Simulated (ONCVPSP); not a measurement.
**Configuration tests for Te (ONCV)**

* Element: Te
* Generator: ONCVPSP 4.0.1
* Type: optimised norm-conserving Vanderbilt (ONCV)
* Functional: PBE
* Relativity: scalar-relativistic
* Frozen core: [Kr]
* Valence charge: 16
* Reference configuration: 4d10 5s2 5p3 (charge +1)
* Partial waves: 5s: rc 1.85 bohr, ncon 4, nbas 8, qcut 3.8 1/bohr, 2 projectors, debl 0.5 Ha; 5p: rc 1.95 bohr, ncon 5, nbas 8, qcut 4.5 1/bohr, 2 projectors, debl 1.1 Ha; 4d: rc 1.55 bohr, ncon 4, nbas 8, qcut 8.5 1/bohr, 2 projectors, debl 2.7 Ha
* Local potential: polynomial inside 1.25 bohr (lpopt 5, dvloc0 1 Ha)
* Core correction: none

In the s channel the program set the typed energies aside and used -0.862, 0.250 Ha.

Energies are relative to the spin-unpolarised reference configuration 4d10 5s2 5p3; without spin polarisation the order of configurations can differ from experiment.

| valence configuration | charge | ΔE all-electron (eV) | error AE − PS (meV) |
| --- | --- | --- | --- |
| 4d10 5s2 5p2 | +2 | 17.925 | -4.2 |
| 4d10 5s2 5p0 | +4 | 81.307 | +15 |

Question: What are ΔE and the potential's error for 4d10 5s2 5p4?

Answer: ΔE = -9.729 eV all-electron; the error (AE − PS) is +2.4 meV.

Question: What are ΔE and the potential's error for 4d10 5s2 5p1?

Answer: ΔE = 44.823 eV all-electron; the error (AE − PS) is -5.0 meV.

Levels in the configuration 4d10 5s2 5p0:

| level | all-electron (eV) | pseudo (eV) |
| --- | --- | --- |
| 4d | -84.580 | -84.279 |
| 5s | -53.239 | -53.179 |

Note: ghosts flagged at negative energy: s at -84.5 eV, p at -105.8 eV; no localised positive-energy state flagged. A true bound ghost makes a file unfit for plane-wave use.
